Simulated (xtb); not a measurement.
Cl3OTa, triplet, geometry from GFN2-xTB of the parent state (such geometries of metal compounds can be far from the true shape) (another spin typed on purpose, not shown lowest); GFN1-xTB (xtb).

Here is a job for xtb.
```
$ xtb mol.xyz --gfn 1 --chrg 0 --uhf 2 --json

# file mol.xyz
5

Ta     0.15665099     0.08849969    -0.15002696
O      1.28874592     0.72807464    -1.23425093
Cl     1.08693711    -0.91589593     1.59030402
Cl    -1.17072286    -1.42716546    -1.06863054
Cl    -1.19536069     1.62040996     0.70338389
```

**Question.** What does xtb print? Leave out banner, timings and long lists.

**Answer.** 
```
   ID    Z sym.   atoms
    1   73 Ta     1
    2    8 O      2
    3   17 Cl     3-5

           -------------------------------------------------
          |                Calculation Setup                |
           -------------------------------------------------

           -------------------------------------------------
          |                 G F N 1 - x T B                 |
           -------------------------------------------------

          ...................................................
          :                      SETUP                      :
          :.................................................:
          :  # basis functions                  44          :
          :  # atomic orbitals                  40          :
          :  # shells                           14          :
          :  # electrons                        32          :
          :  # halogen bonds                     3          :
          :  max. iterations                   250          :
          :  Hamiltonian                  GFN1-xTB          :
          :  restarted?                      false          :
          :  GBSA solvation                  false          :
          :  PC potential                    false          :
          :  electronic temp.          300.0000000     K    :
          :  accuracy                    1.0000000          :
          :  -> integral cutoff          0.2500000E+02      :
          :  -> integral neglect         0.1000000E-07      :
          :  -> SCF convergence          0.1000000E-05 Eh   :
          :  -> wf. convergence          0.2000000E-04 e    :
          :  Broyden damping             0.4000000          :
          :  net charge                          0          :
          :  unpaired electrons                  2          :
          ...................................................

 iter      E             dE          RMSdq      gap      omega  full diag
   1    -19.4982009 -0.194982E+02  0.698E+00    0.00       0.0  T
   2    -19.3418399  0.156361E+00  0.562E+00    0.00       1.0  T
   3    -19.3944187 -0.525788E-01  0.500E+00    0.00       1.0  T
   4    -19.4445693 -0.501506E-01  0.304E+00    0.00       1.0  T
   5    -19.4970045 -0.524352E-01  0.148E+00    0.00       1.0  T
   6    -19.5089892 -0.119847E-01  0.784E-01    0.00       1.0  T
   7    -19.4987710  0.102182E-01  0.134E+00    0.00       1.0  T
   8    -19.5128784 -0.141074E-01  0.351E-01    0.00       1.0  T
   9    -19.5132797 -0.401367E-03  0.260E-01    0.00       1.0  T
  10    -19.5137996 -0.519809E-03  0.604E-02    0.00       1.0  T
  11    -19.5138301 -0.305300E-04  0.328E-03    0.00      13.6  T
  12    -19.5138300  0.745439E-07  0.406E-03    0.00      11.0  T
  13    -19.5138301 -0.477206E-07  0.268E-03    0.00      16.7  T
  14    -19.5138301 -0.444647E-07  0.133E-03    0.00      33.7  T
  15    -19.5138301 -0.144322E-07  0.186E-04    0.00     241.0  T
  16    -19.5138301 -0.262915E-09  0.491E-05    0.00     911.6  T

   *** convergence criteria satisfied after 16 iterations ***

 transition dipole moment (au) for excitation:          16          17
     X       Y       Z
   0.0873   0.4529  -0.1878  total (au/Debye):    0.498   1.266
 dE (eV)             :    4.944
 oscillator strength :  0.42490E-01

         :::::::::::::::::::::::::::::::::::::::::::::::::::::
         ::                     SUMMARY                     ::
         :::::::::::::::::::::::::::::::::::::::::::::::::::::
         :: total energy             -19.446163582293 Eh    ::
         :: gradient norm              0.086693045234 Eh/a0 ::
         :: HOMO-LUMO gap              0.000000019224 eV    ::
         ::.................................................::
         :: SCC energy               -19.513830120523 Eh    ::
         :: -> electrostatic           0.074165128826 Eh    ::
         :: repulsion energy           0.070339590592 Eh    ::
         :: dispersion energy         -0.002673052362 Eh    ::
         :: halogen bond corr.         0.000000000000 Eh    ::
         :: add. restraining           0.000000000000 Eh    ::
         :: total charge              -0.000000000000 e     ::
         :::::::::::::::::::::::::::::::::::::::::::::::::::::

           -------------------------------------------------
          |                Property Printout                |
           -------------------------------------------------

    * Orbital Energies and Occupations

         #    Occupation            Energy/Eh            Energy/eV
      -------------------------------------------------------------
         1        2.0000           -0.9813837             -26.7048
       ...           ...                  ...                  ...
         5        2.0000           -0.5388479             -14.6628
         6        2.0000           -0.5237708             -14.2525
         7        2.0000           -0.5237708             -14.2525
         8        2.0000           -0.5191733             -14.1274
         9        2.0000           -0.5153099             -14.0223
        10        2.0000           -0.5153099             -14.0223
        11        2.0000           -0.5083662             -13.8333
        12        2.0000           -0.5083662             -13.8333
        13        1.9929           -0.4989413             -13.5769
        14        1.9390           -0.4968434             -13.5198
        15        1.5340           -0.4943753             -13.4526
        16        1.5340           -0.4943753             -13.4526
        17        0.5000           -0.3126841              -8.5086 (HOMO)
        18        0.5000           -0.3126841              -8.5086 (LUMO)
        19                         -0.2318186              -6.3081
        20                         -0.2318186              -6.3081
        21                         -0.2291915              -6.2366
        22                         -0.0825079              -2.2452
        23                         -0.0808140              -2.1991
        24                         -0.0805800              -2.1927
        25                         -0.0805800              -2.1927
        26                         -0.0797158              -2.1692
        27                         -0.0797158              -2.1692
        28                         -0.0796563              -2.1676
       ...                                ...                  ...
        40                          0.5276391              14.3578
      -------------------------------------------------------------
                  HL-Gap            0.0000000 Eh            0.0000 eV
             Fermi-level           -0.4034649 Eh          -10.9788 eV

  Mulliken/CM5 charges         n(s)   n(p)   n(d)
     1Ta    1.07408  1.69868   0.523  0.619  2.784
     2O    -0.56909 -0.86637   1.741  4.829  0.000
     3Cl   -0.16833 -0.27744   1.865  5.300  0.004
     4Cl   -0.16833 -0.27744   1.865  5.300  0.004
     5Cl   -0.16833 -0.27744   1.865  5.300  0.004

Wiberg/Mayer (AO) data.
largest (>0.10) Wiberg bond orders for each atom

 ---------------------------------------------------------------------------
     #   Z sym  total        # sym  WBO       # sym  WBO       # sym  WBO
 ---------------------------------------------------------------------------
     1  73 Ta   4.607 --     2 O    1.769     3 Cl   0.946     4 Cl   0.946
                             5 Cl   0.946
     2   8 O    1.928 --     1 Ta   1.769
     3  17 Cl   1.084 --     1 Ta   0.946
     4  17 Cl   1.084 --     1 Ta   0.946
     5  17 Cl   1.084 --     1 Ta   0.946
 ---------------------------------------------------------------------------

Topologies differ in total number of bonds
Writing topology from bond orders to xtbtopo.mol

 dipole moment from electron density (au)
     X       Y       Z
  -0.8337  -0.4710   0.7984  total (Debye):    3.169

           -------------------------------------------------
          | TOTAL ENERGY              -19.446163582293 Eh   |
          | GRADIENT NORM               0.086693045234 Eh/α |
          | HOMO-LUMO GAP               0.000000019224 eV   |
           -------------------------------------------------

normal termination of xtb
```
